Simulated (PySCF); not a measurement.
Orbital picture of NiH

PBE0 at R = 1.474 Å; PySCF, no relativity, basis sets Ni def2-TZVP, H def2-TZVP. State: ²Δ (doublet), unpaired electrons δ ↑. Only the outer orbitals are listed, counted within each symmetry.

| spin | orbital | occ. | ε (eV) | on Ni (%) | main shells (%) |
| --- | --- | --- | --- | --- | --- |
| α | 1δ | 1 | -9.70 | 100 | 100 Ni d |
| α | 6σ | 1 | -9.28 | 65 | 54 Ni d, 34 H s, 9 Ni s |
| α | 1δ | 1 | -8.44 | 100 | 100 Ni d |
| α | 3π | 1 | -8.00 | 100 | 100 Ni d |
| α | 3π | 1 | -8.00 | 100 | 100 Ni d |
| α | 7σ | 1 | -6.51 | 79 | 40 Ni s, 39 Ni d, 21 H s |
| α | 8σ | 0 | -1.77 | 75 | 57 Ni s, 25 H s, 16 Ni p |
| α | 4π | 0 | 2.02 | 100 | 100 Ni p |
| α | 4π | 0 | 2.02 | 100 | 100 Ni p |
| β | 6σ | 1 | -8.84 | 52 | 48 H s, 35 Ni d, 14 Ni s |
| β | 1δ | 1 | -7.94 | 100 | 100 Ni d |
| β | 3π | 1 | -7.21 | 100 | 100 Ni d |
| β | 3π | 1 | -7.21 | 100 | 100 Ni d |
| β | 7σ | 1 | -5.85 | 92 | 52 Ni d, 39 Ni s, 8 H s |
| β | 8σ | 0 | -1.64 | 75 | 52 Ni s, 25 H s, 15 Ni p |
| β | 1δ | 0 | -1.24 | 100 | 100 Ni d |
| β | 4π | 0 | 2.16 | 100 | 100 Ni p |

Question: Which are the highest filled and the lowest empty level, where do they sit, and how wide is the gap?

Answer: Highest filled β 7σ at -5.85 eV (in %: 52 Ni d, 39 Ni s, 8 H s); lowest empty α 8σ at -1.77 eV (in %: 57 Ni s, 25 H s, 16 Ni p); the gap at PBE0 is 4.08 eV.

```json
{
 "bond order (Mayer)": "1.04",
 "⟨S²⟩": "0.763",
 "charge on Ni (Mulliken, basis-dependent)": "0.12",
 "charge on Ni (Löwdin, basis-dependent)": "0.15",
 "dipole moment (positive dipole means Ni(−)H(+))": "-2.59 D",
 "polarisability along the bond": "35.8 bohr³",
 "polarisability across the bond": "23.1 bohr³"
}
```

With d or f electrons several states lie close, and the lowest PBE0 determinant need not be the measured ground state.
